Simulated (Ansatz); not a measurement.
Stepwise reaction of `[SH][Sn][SH]` with water, as a gas-phase model of exchange steps in deposition or etching. ΔE in kJ/mol.

Computed with Ansatz on PBE0-D4/def2-TZVP structures; ΔE is electronic, products minus reactants. CCSD(T)/CBS is the MP2 limit (def2-TZVPP, def2-QZVPP) plus CCSD(T) − MP2 in def2-TZVPP, frozen cores. This one scheme is used for every species. DFT in def2-TZVPP. B3LYP here is the variant with VWN-RPA as its local correlation; programs differ in this. Elements past krypton have def2 core potentials. For Sn outer-core shells are correlated without core-valence functions, which leaves a few kJ/mol of doubt a bond. Each species was taken in one conformer, which may not be the lowest.

```csv
step,reaction,PBE-D4,B3LYP-D4,ωB97M-V,CCSD(T)/CBS
1,`[SH][Sn][SH]` + H₂O → `[OH][Sn][SH]` + H₂S,43.4,39.8,36.7,42.1
2,`[OH][Sn][SH]` + H₂O → `[OH][Sn][OH]` + H₂S,29.3,26.1,21.9,24.5
```

(1) By hand: ΔE of the 2 steps together at CCSD(T)/CBS.

## Answers

(1) (42.1) + (24.5) = 66.6 kJ/mol, or 33.3 kJ/mol a step.

In ΔE each step is lower than the one before. All are uphill at CCSD(T)/CBS. PBE-D4 differs from CCSD(T)/CBS by 1.3 to 4.8 kJ/mol a step. Isolated molecules leave out the surface, adducts and barriers. Largest T1 diagnostic: 0.018.
